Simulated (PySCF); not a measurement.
BeI: frontier orbitals

PBE0 at R = 2.186 Å; Be cc-pVTZ, I cc-pVTZ-PP with ECP28; scalar-relativistic core potentials (PySCF 2.14). State: ²Σ⁺ (doublet), unpaired electrons σ ↑. Only the outer orbitals are listed, counted within each symmetry, core potentials removing the inner ones.

| spin | orbital | occ. | ε (eV) | on Be (%) | main shells (%) |
| --- | --- | --- | --- | --- | --- |
| α | 5σ | 1 | -19.44 | 7 | 93 I s |
| α | 6σ | 1 | -10.09 | 31 | 66 I p, 26 Be s |
| α | 3π | 1 | -8.09 | 8 | 92 I p |
| α | 3π | 1 | -8.09 | 8 | 92 I p |
| α | 7σ | 1 | -6.19 | 90 | 55 Be s, 36 Be p, 8 I p |
| α | 4π | 0 | -1.49 | 91 | 90 Be p |
| α | 4π | 0 | -1.49 | 91 | 90 Be p |
| β | 5σ | 1 | -19.37 | 7 | 93 I s |
| β | 6σ | 1 | -9.84 | 28 | 69 I p, 19 Be s, 9 Be p |
| β | 3π | 1 | -8.06 | 6 | 93 I p |
| β | 3π | 1 | -8.06 | 6 | 93 I p |
| β | 7σ | 0 | -2.28 | 97 | 87 Be s, 10 Be p |
| β | 4π | 0 | -0.56 | 90 | 91 Be p |
| β | 4π | 0 | -0.56 | 90 | 91 Be p |

Which are the highest filled and the lowest empty level, where do they sit, and how wide is the gap?

Highest filled α 7σ at -6.19 eV (in %: 55 Be s, 36 Be p, 8 I p); lowest empty β 7σ at -2.28 eV (in %: 87 Be s, 10 Be p); the gap at PBE0 is 3.91 eV.

```json
{
  "bond order (Mayer)": "1.39",
  "⟨S²⟩": "0.752",
  "charge on Be (Mulliken, basis-dependent)": "0.08",
  "charge on Be (Löwdin, basis-dependent)": "-0.37",
  "dipole moment (positive dipole means Be(−)I(+))": "-0.57 D",
  "polarisability along the bond": "67.8 bohr³",
  "polarisability across the bond": "50.3 bohr³"
}
```

Spin–orbit coupling is left out. The state was picked by a PBE0 search and need not be the measured ground state.
